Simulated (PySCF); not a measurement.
Compound: CH5BF2Si.
Cartesian coordinates in Å at the PBE0-D3(BJ)/def2-SVP level; atoms count from 1:
```xyz
10
CH5BF2Si angstrom
C     -1.413   -0.463   -0.087
Si     0.060    0.703   -0.249
B      1.773   -0.186    0.404
F      2.297   -1.212   -0.245
F      2.425    0.202    1.486
H     -2.322    0.024   -0.472
H     -1.592   -0.736    0.964
H     -1.248   -1.386   -0.662
H     -0.177    1.959    0.528
H      0.247    1.075   -1.689
```

The calculation used delta-SCF UKS SCAN, pcX-2 on the ionised atom, pcseg-1 elsewhere, spin-free X2C in PySCF 2.14.0. Every row has its own mixed basis.

```csv
ionised atom,basis functions,E(ground) (Eh),E(ionised) (Eh)
B3,130,-555.90408,-548.57946
C1,130,-555.90061,-545.22212
F4,130,-555.94811,-530.46262
Si2,141,-555.95266,-488.09649
```

Task: What are the 1s binding energies?

Result: E(ionised) − E(ground), at 27.2114 eV a hartree:

| atom | environment | difference (Eh) | binding energy (eV) |
| --- | --- | --- | --- |
| B3 | three-coordinate boron | 7.32462 | 199.31 |
| C1 | Si-methyl carbon | 10.67849 | 290.58 |
| F4 | boron-bound fluorine | 25.48549 | 693.50 |
| Si2 | SiH2 silicon | 67.85617 | 1846.46 |

Task: How much do the ground-state energies differ, and what would follow from using one of them for all holes?

Result: They run from -555.9527 Eh (core basis on Si2) to -555.9006 Eh (on C1), 0.0521 Eh or 1.42 eV apart, for one and the same state in different bases and grids. Pairing the ion of C1 with the ground state of Si2 would put its binding energy 1.42 eV too high.

Only 1s holes are shown. Topologically equivalent atoms share the value of their first member; where this conformer doesn't relate them by symmetry, their own values could differ. Isolated species at its PBE0-D3(BJ)/def2-SVP geometry (one conformer only).
